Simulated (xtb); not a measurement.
xtb input (GFN2-xTB):

```bash
xtb mol.xyz --gfn 2 --sp --chrg 1 --uhf 0
```
mol.xyz:
```
4

Sn     0.00000000     0.00000000     0.00000000
H     -1.66831541    -0.27611574     0.03087311
H      1.07290792    -1.30689487    -0.03692895
H      0.59540749     1.58301061     0.00605584
```

End of the output:

```
         :::::::::::::::::::::::::::::::::::::::::::::::::::::
         ::                     SUMMARY                     ::
         :::::::::::::::::::::::::::::::::::::::::::::::::::::
         :: total energy              -3.110107366068 Eh    ::
         :: gradient norm              0.009516278760 Eh/a0 ::
         :: HOMO-LUMO gap              4.376463052055 eV    ::
         ::.................................................::
         :: SCC energy                -3.119603483527 Eh    ::
         :: -> isotropic ES            0.124862737923 Eh    ::
         :: -> anisotropic ES         -0.008960019004 Eh    ::
         :: -> anisotropic XC         -0.002752581975 Eh    ::
         :: -> dispersion             -0.000507908220 Eh    ::
         :: repulsion energy           0.009496117458 Eh    ::
         :: add. restraining           0.000000000000 Eh    ::
         :: total charge               1.000000000000 e     ::
         :::::::::::::::::::::::::::::::::::::::::::::::::::::

           -------------------------------------------------
          |                Property Printout                |
           -------------------------------------------------

    * Orbital Energies and Occupations

         #    Occupation            Energy/Eh            Energy/eV
      -------------------------------------------------------------
         1        2.0000           -1.1188914             -30.4466
         2        2.0000           -0.7065705             -19.2268
         3        2.0000           -0.7065705             -19.2268 (HOMO)
         4                         -0.5457385             -14.8503 (LUMO)
         5                         -0.5356623             -14.5761
         6                         -0.4868224             -13.2471
         7                         -0.4868224             -13.2471
         8                         -0.4293005             -11.6819
         9                         -0.4293005             -11.6819
        10                         -0.1967208              -5.3530
        11                          0.3084777               8.3941
        12                          0.3084777               8.3941
      -------------------------------------------------------------
                  HL-Gap            0.1608321 Eh            4.3765 eV
             Fermi-level           -0.6261545 Eh          -17.0385 eV

     #   Z          covCN         q      C6AA      α(0)
     1  50 Sn       2.786     0.345   379.604    38.514
     2   1 H        0.929     0.218     1.010     1.572
     3   1 H        0.929     0.218     1.010     1.572
     4   1 H        0.929     0.218     1.010     1.572

 Mol. C6AA /au·bohr⁶  :        503.960924
 Mol. C8AA /au·bohr⁸  :      52244.214799
 Mol. α(0) /au        :         43.229363
Note: The following floating-point exceptions are signalling: IEEE_DENORMAL
normal termination of xtb

Wiberg/Mayer (AO) data.
largest (>0.10) Wiberg bond orders for each atom

 ---------------------------------------------------------------------------
     #   Z sym  total        # sym  WBO       # sym  WBO       # sym  WBO
 ---------------------------------------------------------------------------
     1  50 Sn   2.008 --     4 H    0.669     3 H    0.669     2 H    0.669
     2   1 H    0.952 --     1 Sn   0.669     4 H    0.141     3 H    0.141
     3   1 H    0.952 --     1 Sn   0.669     4 H    0.141     2 H    0.141
     4   1 H    0.952 --     1 Sn   0.669     3 H    0.141     2 H    0.141
 ---------------------------------------------------------------------------

Topologies differ in total number of bonds
Writing topology from bond orders to xtbtopo.mol

molecular dipole:
                 x           y           z       tot (Debye)
 q only:       -0.000      -0.000       0.000
   full:        0.000       0.000      -0.000       0.000
molecular quadrupole (traceless):
                xx          xy          yy          xz          yz          zz
 q only:        1.670       0.001       1.672      -0.102       0.058      -3.342
  q+dip:        1.958       0.001       1.960      -0.120       0.068      -3.919
   full:       -0.495      -0.000      -0.496       0.030      -0.017       0.991

           -------------------------------------------------
          | TOTAL ENERGY               -3.110107366068 Eh   |
          | GRADIENT NORM               0.009516278760 Eh/α |
          | HOMO-LUMO GAP               4.376463052055 eV   |
           -------------------------------------------------

------------------------------------------------------------------------
------------------------------------------------------------------------
 total:
 SCF:
```
